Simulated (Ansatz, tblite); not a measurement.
Removing and adding an electron: GeMeCl3 (CH₃Cl₃Ge). Total charge 0; singlet. Geometry: r2SCAN-D4/def2-SVP. Ansatz, gas phase; energy differences of separate SCF runs; the oxidised species was run as a doublet alone; the reduced species was run as a doublet alone.

```
atom   x (Å)   y (Å)   z (Å)
 Ge1   0.068  -0.496  -0.631
  C2  -0.094   0.689   0.877
  H3  -0.308   0.097   1.778
  H4  -0.915   1.396   0.692
  H5   0.849   1.238   1.006
 Cl6   0.438   0.598  -2.444
 Cl7  -1.729  -1.643  -0.916
 Cl8   1.690  -1.881  -0.361
```

The xTB rows come from tblite. LC-ωPBE has ω = 0.4 bohr⁻¹. HOMO above LUMO, or a gap near zero within one spin, warns that the state may not be the lowest or that an electron is smeared out.

**Question.** Estimate orbital energies and vertical ionisation energies and electron affinities at: GFN1-xTB; GFN2-xTB; PBE-D4/def2-TZVP; PBE-D4/def2-TZVPD; PBE0-D4/def2-TZVP; PBE0-D4/def2-TZVPD; LC-ωPBE/def2-TZVP; LC-ωPBE/def2-TZVPD.

**Answer.** 
| level | −HOMO (eV) | vertical IE (eV) | −LUMO (eV) | vertical EA (eV) | HOMO–LUMO gap (eV) | IE − EA (eV) | remarks |
| --- | --- | --- | --- | --- | --- | --- | --- |
| GFN1-xTB | 12.32 | 14.73 | 6.28 | 3.69 | 6.04 | 11.03 | – |
| GFN2-xTB | 11.94 | 14.44 | 6.26 | 4.02 | 5.67 | 10.42 | – |
| PBE-D4/def2-TZVP | 7.72 | 10.52 | 2.25 | – | 5.46 | – | gap within one spin near zero (+1 doublet) |
| PBE-D4/def2-TZVPD | 7.78 | – | 2.38 | 0.14 | 5.40 | – | HOMO above zero (-1 doublet) |
| PBE0-D4/def2-TZVP | 9.17 | 11.11 | 1.27 | – | 7.90 | – | – |
| PBE0-D4/def2-TZVPD | 9.21 | – | 1.41 | -0.08 | 7.79 | – | HOMO above zero (-1 doublet) |
| LC-ωPBE/def2-TZVP | 11.97 | 11.79 | -1.03 | – | 13.00 | – | – |
| LC-ωPBE/def2-TZVPD | 12.00 | – | -0.69 | -0.42 | 12.69 | – | HOMO above zero (-1 doublet) |

   A HOMO above zero means that the electron is unbound at that level or that self-interaction error raises the level; the energy of removing that electron tells which. Raw xTB energy differences between charge states are shifted by several eV; the methods need an empirical correction for them. A negative affinity means that the extra electron isn't bound; its size then hangs on the basis.
